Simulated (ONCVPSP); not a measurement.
## PBE ONCV dataset for praseodymium (Pr), fully relativistic all-electron reference.

| Quantity | Value |
| --- | --- |
| Element | Pr (Z = 59) |
| Generator | ONCVPSP 4.0.1 |
| Type | optimised norm-conserving Vanderbilt (ONCV) |
| Functional | PBE |
| Relativity | fully relativistic |
| Frozen core | [Kr] 4d10 |
| Valence charge | 13 |
| Reference configuration | 4f2 5s2 5p6 5d1 6s2 |
| Partial waves | 5s+6s: rc 2.10 bohr, ncon 3, nbas 7, qcut 5.8 1/bohr, 2 projectors; 5p: rc 1.70 bohr, ncon 4, nbas 9, qcut 3.9 1/bohr, 3 projectors, debl 3.5 Ha; 5d: rc 2.80 bohr, ncon 4, nbas 8, qcut 4.1 1/bohr, 2 projectors, debl 2.9 Ha; 4f: rc 1.35 bohr, ncon 3, nbas 8, qcut 10.5 1/bohr, 2 projectors, debl 2 Ha |
| Local potential | polynomial inside 1.35 bohr (lpopt 3, dvloc0 0 Ha) |
| Core correction | Teter function fitted to the true core (icmod 2), fcfact 0.15 |

Open shells are filled in proportion to 2j + 1.

Poles of the logarithmic derivatives, all-electron (AE) and pseudo (PS). s: poles at -1.1 (AE) and -1.1, 2.3 (PS) Ha. p3/2: poles at 1.5 (AE) and 1.5 (PS) Ha. p1/2: poles at 1.2 (AE) and 1.2 (PS) Ha. d5/2: poles at 0.4, 3.5 (AE) and 0.4, 3.5 (PS) Ha. d3/2: poles at 0.4, 3.5 (AE) and 0.4, 3.5 (PS) Ha. f7/2: poles at 0.6 (AE) and 0.6 (PS) Ha. f5/2: poles at 0.6 (AE) and 0.6 (PS) Ha. Test radii: s 2.13, p3/2 1.72, p1/2 1.72, d5/2 2.84, d3/2 2.84, f7/2 1.37, f5/2 1.37 bohr.

- Cutoffs needed: 72 Ha and 154 Ha (the cutoffs (Ha) at which the residual kinetic energy of the hardest occupied pseudo-wave falls to 1 and 0.1 mHa per electron)
- Ghost test: no bound ghost flagged; GHOST(+) flagged for s at 61.3 eV, p3/2 at 342.7 eV
- Configuration tests: 3 of 4 tests not solved or not reliable
- rms error of d²Exc/dni dnj: 12.23 mHa without and 5.14 mHa with the model core
